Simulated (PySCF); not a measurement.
C5H7F. Atoms are numbered in the order given.

```xyz
13

C      2.4692     0.4938     0.2582
C      1.4028    -0.2849     0.4323
C      0.0468     0.2008     0.8559
C     -1.0127    -0.1030    -0.1531
C     -2.0897    -0.8685     0.0013
F     -0.7774     0.4913    -1.3281
H      2.4170     1.5761     0.4147
H      3.4334     0.0805    -0.0484
H      1.4870    -1.3646     0.2568
H     -0.2450    -0.2662     1.8101
H      0.0795     1.2920     1.0175
H     -2.2824    -1.3561     0.9566
H     -2.7912    -1.0125    -0.8219
```

The structure is a stationary point at PBE0-D3(BJ)/def2-SVP. The values are those of a single conformer.

These are SMD-PBE0/def2-SVP run with PySCF values and carry that method's errors.

Solvation free energies are E(SMD) − E(gas) at the gas-phase geometry, for 1 M in both phases. In vacuum the dipole moment is 1.38 D.

```json
[
 {"solvent": "water", "ΔG(solv) (kcal/mol)": "0.7", "its non-electrostatic (CDS) part": "4.9", "dipole (D)": "1.83"},
 {"solvent": "1-octanol", "ΔG(solv) (kcal/mol)": "?", "its non-electrostatic (CDS) part": "?", "dipole (D)": "?"},
 {"solvent": "benzene", "ΔG(solv) (kcal/mol)": "-2.9", "its non-electrostatic (CDS) part": "-1.1", "dipole (D)": "1.56"}
]
```

**Question.** Some entries are withheld; supply them. (Estimate from the structure and the level; the computed values follow.)

**Answer.** 
- 1-octanol, ΔG(solv) (kcal/mol): -2.5
- 1-octanol, its non-electrostatic (CDS) part: 1.2
- 1-octanol, dipole (D): 1.76
